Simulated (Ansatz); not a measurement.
Several settings on one geometry of `CCCCCCCCCC[S][Cu]` (that of the charge 0 singlet, r2SCAN-D4/def2-SVP). Ansatz on 4 threads of Arm Neoverse N1 on a shared host; times are rough.

```xyz
33

C    -5.5489   -0.0906    1.3701
C    -4.0516   -0.2115    1.6291
C    -3.1955    0.2253    0.4425
C    -1.6950    0.1045    0.6926
C    -0.8368    0.5232   -0.4978
C     0.6632    0.4043   -0.2416
C     1.5165    0.7831   -1.4508
C     3.0239    0.7868   -1.1898
C     3.5957   -0.5755   -0.7996
C     5.1078   -0.5696   -0.6091
S     5.8302   -2.2162   -0.2308
Cu    4.3661   -2.8783    1.1336
H    -6.1411   -0.4137    2.2405
H    -5.8310    0.9509    1.1427
H    -5.8553   -0.7088    0.5100
H    -3.7763    0.3906    2.5149
H    -3.8016   -1.2570    1.8890
H    -3.4680   -0.3763   -0.4459
H    -3.4403    1.2724    0.1801
H    -1.4207    0.7147    1.5745
H    -1.4540   -0.9409    0.9660
H    -1.0792    1.5663   -0.7771
H    -1.1066   -0.0918   -1.3776
H     0.8903   -0.6320    0.0704
H     0.9407    1.0456    0.6178
H     1.2112    1.7859   -1.8016
H     1.2919    0.0908   -2.2846
H     3.2574    1.5225   -0.3966
H     3.5454    1.1433   -2.0968
H     3.1382   -0.9264    0.1506
H     3.3312   -1.3358   -1.5575
H     5.6001   -0.2401   -1.5420
H     5.3920    0.1540    0.1743
```

Totals from different functionals, basis sets or treatments of relativity can't be compared as stabilities.

The 6-31G sets use Cartesian d functions. LC-ωPBE has ω = 0.4 bohr⁻¹. Correlated methods freeze 20 core orbitals.

The spins typed aren't always the lowest for that charge.

(1) Give the basis size and estimate the energy, ⟨S²⟩ and time of these runs.

```
run                 method  charge    state                                                          further keys
  1  UKS r2SCANh/def2-SVPD      -1  doublet  nuclear_model: gaussian; scf: {omitted_lower_state_checks: [starts]}
  2      RKS LC-ωPBE/6-31G       0  singlet                                      scf: {lower_state_search: light}
  3    RKS PBE-QIDH/6-31G*       0  singlet             scf: {omitted_lower_state_checks: [starts]}; forces asked
```

Answers

(1) 
```csv
run,functions,energy (Eh),⟨S²⟩,wall time
1,429,-2431.5407,0.76,2.8 min
2,174,-2431.3972,–,17 s
3,247,-2430.6315,–,95 s
```
